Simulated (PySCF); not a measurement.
Al (aluminium, neutral) across methods

[Ne] 3s1 3p2, high-spin 4P determinant (an excited configuration). All numbers are calculated (PySCF 2.14, scalar relativity by spin-free X2C-1e, in x2c-TZVPPall with one added diffuse shell each of s, p, d type (6s6p4d1f, 51 functions)).

| method | E (hartree) | mean ε 2p β (eV) | mean ε 3s α (eV) | mean ε 3p α (eV) | Σ⟨r²⟩ (bohr²) | ⟨S²⟩ |
| --- | --- | --- | --- | --- | --- | --- |
| PBE | -242.5372 | -70.551 | -9.170 | -3.873 | 34.78 | 3.750 |
| r2SCAN | -242.6522 | -72.202 | -9.556 | -4.070 | 34.46 | 3.750 |
| wB97X-V | -242.6244 | -77.374 | -13.064 | -6.711 | 34.70 | 3.750 |
| revPBE | -242.6265 | -70.497 | -9.128 | -3.862 | 34.71 | 3.750 |
| TPSS | -242.6875 | -70.951 | -9.227 | -3.876 | 34.52 | 3.750 |
| M06 | -242.6469 | -75.948 | -10.257 | -4.390 | 35.32 | 3.750 |
| LDA | -241.6083 | -70.707 | -9.258 | -3.874 | 35.04 | 3.750 |
| PBE0 | -242.5613 | -75.241 | -10.536 | -4.758 | 34.53 | 3.750 |
| UHF | -242.22067 | -88.271 | -14.234 | -7.118 | 34.83 | 3.750 |
